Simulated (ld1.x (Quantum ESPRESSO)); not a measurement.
Te (Z = 52): excitation energies, all-electron against TM semilocal

ld1.x (Quantum ESPRESSO) 7.5 input, shortened:

```
&input
   title='Te', zed=52., rel=1, dft='PZ', iswitch=3,
   config='[Kr] 4d10 5s2 5p4'
 /
 &inputp
   pseudotype=1, tm=.true., lloc=0,
   nlcc=.true., new_core_ps=.true.
 /
2
5P  2  1   4.00   0.00  2.15  2.15  0.0
5S  1  0   2.00   0.00  1.85  1.85  0.0
 &test
   configts(1)='5s2 5p4'
 /
```

Energies are relative to the spin-unpolarised reference configuration 5s2 5p4; without spin polarisation the order of configurations can differ from experiment. Spin-polarised rows fill each open shell by Hund’s rule, majority spin first.

(1) Give the all-electron excitation energy and the error of the potential for: 5s2 5p3; 5s2 5p2; 5s2 5p1; 5s2 5p3.5; 5s0 5p6; 5s2 5p0; 5s1 5p4; 5s2 5p4 (spin-polarised); 5s2 5p3 (spin-polarised).

Levels in the configuration 5s2 5p1:

```csv
level,all-electron (eV),pseudo (eV)
5s,-43.140,-43.245
5p,-31.989,-32.066
```

Answers

(1)

```tsv
valence configuration	charge	ΔE all-electron (eV)	error AE − PS (meV)
5s2 5p3	+1	9.916	-3.9
5s2 5p2	+2	28.089	-21
5s2 5p1	+3	55.321	-75
5s2 5p3.5	+0.5	3.985	-1.2
5s0 5p6	0	18.915	-35
5s2 5p0	+4	92.227	-211
5s1 5p4	+1	19.846	-18
5s2 5p4 (spin-polarised)	0	-0.480	+1.6
5s2 5p3 (spin-polarised)	+1	8.605	-2.3
```
